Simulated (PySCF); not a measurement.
C4H11FSi, SMILES C(C)(C)(C)[SiH2]F, singlet, GFN2-xTB optimised geometry.

```
17

Si     0.62    -1.36     0.00
F      0.22    -2.06     1.40
C     -0.11     0.41     0.00
C      0.24     1.13    -1.31
C      0.46     1.21     1.17
C     -1.63     0.34     0.14
H      2.08    -1.36     0.00
H      0.03    -2.21    -1.02
H     -0.16     0.59    -2.16
H      1.32     1.21    -1.43
H     -0.18     2.13    -1.31
H      1.54     1.31     1.09
H      0.03     2.21     1.19
H      0.23     0.73     2.12
H     -2.08    -0.19    -0.70
H     -2.05     1.35     0.16
H     -1.92    -0.17     1.06
```

Density from CAM-B3LYP/def2-SVP (PySCF) at that geometry.

Minimum of the electron density along straight lines between bonded atoms, close to the bond critical point (lines longer than 1.1 times the sum of covalent radii, or with two minima, are not listed):

| bond | length / Å | ρ at the minimum / e bohr⁻³ | ∇²ρ there / e bohr⁻⁵ | position (fraction from the first atom) |
|---|---|---|---|---|
| Si1–F2 | 1.614 | 0.118 | 1.06 | 0.42 |
| Si1–C3 | 1.913 | 0.117 | 0.28 | 0.38 |
| C3–C4 | 1.531 | 0.242 | -0.55 | 0.50 |
| C3–C5 | 1.532 | 0.242 | -0.54 | 0.50 |
| C3–C6 | 1.532 | 0.242 | -0.54 | 0.50 |
| Si1–H7 | 1.456 | 0.121 | 0.34 | 0.49 |
| Si1–H8 | 1.456 | 0.121 | 0.34 | 0.49 |
| C4–H9 | 1.088 | 0.277 | -1.02 | 0.63 |
| C4–H10 | 1.088 | 0.277 | -1.02 | 0.63 |
| C4–H11 | 1.090 | 0.275 | -1.01 | 0.63 |
| C5–H12 | 1.088 | 0.277 | -1.02 | 0.63 |
| C5–H13 | 1.090 | 0.275 | -1.01 | 0.63 |
| C5–H14 | 1.088 | 0.278 | -1.03 | 0.63 |
| C6–H15 | 1.088 | 0.277 | -1.02 | 0.63 |
| C6–H16 | 1.090 | 0.275 | -1.01 | 0.63 |
| C6–H17 | 1.088 | 0.278 | -1.03 | 0.63 |
